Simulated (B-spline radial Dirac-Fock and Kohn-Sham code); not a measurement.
A summary of the ionisation energies of silver (Z = 47) against charge, from ΔSCF Dirac-Fock with Breit, self-energy and vacuum polarisation, finite nucleus, configuration average and from the NIST table. The largest relative steps of the computed values, from charge +5 on, come at Ag¹¹⁺ (36 electrons left, 187.4 to 272.3 eV); Ag¹⁹⁺ (28 electrons left, 499.6 to 887.5 eV); Ag³⁷⁺ (10 electrons left, 2371.2 to 5611.0 eV); Ag⁴⁵⁺ (2 electrons left, 7271.1 to 30095.1 eV). The median of |NIST − computed| / NIST over the 47 ions is 0.70 %.

| charge | computed (eV) | NIST (eV) |
| --- | --- | --- |
| 0 | 6.33 | 7.576234 |
| 3 | 50.02 | 49 |
| 6 | 103.6 | 106 |
| 9 | 165.3 | 167 |
| 12 | 297.4 | 294 |
| 15 | 375.8 | 381 |
| 18 | 499.6 | 500.87 |
| 21 | 1019.0 | 1013 |
| 24 | 1228.4 | 1231 |
| 27 | 1452.1 | 1460 |
| 30 | 1830.9 | 1810.5 |
| 33 | 2047.5 | 2077 |
| 36 | 2371.2 | 2371.99 |
| 39 | 6021.3 | 5966 |
| 42 | 6659.3 | 6785 |
| 45 | 30095.1 | 30097.31 |
